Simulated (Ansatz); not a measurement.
Reaction (ligand exchange at a B–C bond): `CCB(F)S` + dimethylamine → `CN(C)B(F)S` + ethane

Calculated with Ansatz (gas phase, PBE0-D4/def2-TZVP geometries, no zero-point term in ΔE). CCSD(T)/CBS is the MP2 limit (def2-TZVPP, def2-QZVPP) plus CCSD(T) − MP2 in def2-TZVPP, frozen cores. This one scheme is used for every species. Functionals use def2-TZVPP. Each species was taken in one conformer, which may not be the lowest.

| level | ΔE (eV) |
| --- | --- |
| PBE-D4 | -1.19 |
| PBE0 | -1.19 |
| MP2/def2-TZVPP | -1.27 |
| HF/def2-QZVPP | -1.20 |

(1) What does CCSD(T)/CBS give? (Best estimate.)

Largest T1 diagnostic among the species: 0.012.

Results:

(1) Computed: -1.23 eV. The listed levels differ from it by 0.04, 0.04, -0.04, 0.03 eV.

In def2-TZVPP, CCSD(T) changes the Hartree–Fock value by −0.04 eV (the triples alone add −0.01 eV) and MP2 by −0.08 eV. The D4 term adds −0.05 eV with B3LYP and −0.03 eV with PBE0; it sums over pairs of atoms, weighted by their polarisabilities, and B3LYP, whose exchange is more repulsive, gets the larger term.

B3LYP here is the variant with VWN-RPA as its local correlation; programs differ in this.
